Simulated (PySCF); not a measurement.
Molfile (atoms numbered from 1):
```
C7H13OP
     RDKit          3D

 22 22  0  0  0  0  0  0  0  0999 V2000
    3.1505   -0.5746    0.5623 C   0  0  0  0  0  0  0  0  0  0  0  0
    2.6732    0.0524   -0.7004 C   0  0  0  0  0  0  0  0  0  0  0  0
    1.4592    0.5570   -0.8815 C   0  0  0  0  0  0  0  0  0  0  0  0
    0.1852    0.6052    0.4221 P   0  0  0  0  0  0  0  0  0  0  0  0
   -0.5357   -1.1034    0.1807 C   0  0  0  0  0  0  0  0  0  0  0  0
   -1.9667   -1.1106    0.7171 C   0  0  0  0  0  0  0  0  0  0  0  0
   -2.8371   -0.2833   -0.0153 O   0  0  0  0  0  0  0  0  0  0  0  0
   -2.5180    1.0834    0.0873 C   0  0  0  0  0  0  0  0  0  0  0  0
   -1.1727    1.4332   -0.5486 C   0  0  0  0  0  0  0  0  0  0  0  0
    3.3233   -1.6409    0.4138 H   0  0  0  0  0  0  0  0  0  0  0  0
    4.0932   -0.1270    0.8748 H   0  0  0  0  0  0  0  0  0  0  0  0
    2.4105   -0.4428    1.3502 H   0  0  0  0  0  0  0  0  0  0  0  0
    3.3900    0.0703   -1.5138 H   0  0  0  0  0  0  0  0  0  0  0  0
    1.1927    1.0123   -1.8285 H   0  0  0  0  0  0  0  0  0  0  0  0
   -0.5312   -1.3645   -0.8810 H   0  0  0  0  0  0  0  0  0  0  0  0
    0.0662   -1.8314    0.7278 H   0  0  0  0  0  0  0  0  0  0  0  0
   -2.3959   -2.1142    0.6455 H   0  0  0  0  0  0  0  0  0  0  0  0
   -1.9624   -0.8036    1.7763 H   0  0  0  0  0  0  0  0  0  0  0  0
   -3.3310    1.6069   -0.4238 H   0  0  0  0  0  0  0  0  0  0  0  0
   -2.5146    1.3871    1.1472 H   0  0  0  0  0  0  0  0  0  0  0  0
   -1.0290    2.5158   -0.5253 H   0  0  0  0  0  0  0  0  0  0  0  0
   -1.1601    1.0921   -1.5878 H   0  0  0  0  0  0  0  0  0  0  0  0
  1  2  1  0
  2  3  2  0
  3  4  1  0
  4  5  1  0
  5  6  1  0
  6  7  1  0
  7  8  1  0
  8  9  1  0
  9  4  1  0
  1 10  1  0
  1 11  1  0
  1 12  1  0
  2 13  1  0
  3 14  1  0
  5 15  1  0
  5 16  1  0
  6 17  1  0
  6 18  1  0
  8 19  1  0
  8 20  1  0
  9 21  1  0
  9 22  1  0
M  END
```

PySCF 2.14 calculation with structure optimised with GFN2-xTB and σ from GIAO-PBE0/pcSseg-1; one averaged value for each set of equivalent atoms, a single conformation, gas phase, non-relativistic.

Scale: TMS for ¹³C (186.93 ppm) and ¹H (31.72 ppm); ³¹P (318.38 ppm) vs H3PO4; H2O for ¹⁷O (336.08 ppm) (reference shieldings calculated alike).

```json
{"atoms": "C3", "nucleus": "¹³C", "count": "1", "Hirshfeld charge": "-0.11", "δ (ppm)": "141.9"}
{"atoms": "C5/C9", "nucleus": "¹³C", "count": "2", "Hirshfeld charge": "-0.12", "δ (ppm)": "?"}
{"atoms": "H17/H18/H19/H20", "nucleus": "¹H", "count": "4", "Hirshfeld charge": "0.04", "δ (ppm)": "3.98"}
{"atoms": "C1", "nucleus": "¹³C", "count": "1", "Hirshfeld charge": "-0.12", "δ (ppm)": "21.0"}
{"atoms": "H13", "nucleus": "¹H", "count": "1", "Hirshfeld charge": "0.04", "δ (ppm)": "6.48"}
{"atoms": "H10/H11/H12", "nucleus": "¹H", "count": "3", "Hirshfeld charge": "0.04", "δ (ppm)": "2.01"}
{"atoms": "C2", "nucleus": "¹³C", "count": "1", "Hirshfeld charge": "-0.04", "δ (ppm)": "?"}
{"atoms": "P4", "nucleus": "³¹P", "count": "1", "Hirshfeld charge": "0.15", "δ (ppm)": "?"}
{"atoms": "H15/H16/H21/H22", "nucleus": "¹H", "count": "4", "Hirshfeld charge": "0.04", "δ (ppm)": "?"}
{"atoms": "C6/C8", "nucleus": "¹³C", "count": "2", "Hirshfeld charge": "0.00", "δ (ppm)": "70.6"}
{"atoms": "H14", "nucleus": "¹H", "count": "1", "Hirshfeld charge": "0.04", "δ (ppm)": "6.16"}
{"atoms": "O7", "nucleus": "¹⁷O", "count": "1", "Hirshfeld charge": "-0.15", "δ (ppm)": "52.7"}
```

Question: Estimate the values marked ?.

Answer: 
- C2: 146.9 ppm, alkene CH; an sp2 carbon of a C=C bond
- C5/C9: 31.8 ppm, sp3 CH2 bonded to P
- H15/H16/H21/H22: 1.64 ppm, hydrogen on an sp3 CH2 bonded to P
- P4: -87.9 ppm, phosphorus bonded to 3 C, in a 6-membered ring

Shifts are as computed. Against solution values, carbons near 30 ppm lie about +3 ppm off and those near 130 ppm about +5 ppm. Of 1211 compounds with measured shifts, 218 miss one by over three times the rms of a fit or turn the order of signals round; such compounds aren't used in these exercises. Experimental scales use liquid or dissolved standards, which lie at an offset from isolated H2O (liquid H2O: subtract about 36 ppm) and H3PO4.
